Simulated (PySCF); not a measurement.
# Correlation energy of Pr(3+) (praseodymium, charge +3)

[Xe] 4f2, one real determinant. Computed with PySCF 2.14 in x2c-TZVPPall with one added diffuse shell each of s, p, d, f type (12s8p8d5f2g, 129 functions), with scalar relativity by spin-free X2C-1e. Frozen: [Ar] 3d10; 28 electrons correlated.

MP2 pair energies summed by pair of shells (mhartree):

```csv
pair,energy,share (%)
4d-4d,-276.83,31.0
4d-5p,-135.73,15.2
5p-5p,-122.55,13.7
4d-4f,-83.10,9.3
4p-4d,-58.68,6.6
4f-5p,-43.80,4.9
5s-5p,-34.78,3.9
4d-5s,-32.32,3.6
4p-4p,-21.38,2.4
4s-4d,-19.49,2.2
4p-5p,-13.44,1.5
4p-4f,-10.01,1.1
4f-5s,-9.57,1.1
4p-5s,-7.26,0.8
5s-5s,-6.50,0.7
4s-4p,-5.90,0.7
4f-4f,-4.54,0.5
4s-4f,-2.82,0.3
4s-4s,-2.30,0.3
4s-5p,-1.48,0.2
4s-5s,-1.12,0.1
```

Total MP2 correlation energy: -893.61 mhartree.

Same-spin part -316.73 and opposite-spin part -576.89 mhartree; SCS-MP2 scales them by 1/3 and 6/5 to -797.84 mhartree.

The reference is one real determinant that mixes LS terms of this configuration.

This basis was not built for core-valence correlation, so the inner-shell part is incomplete.
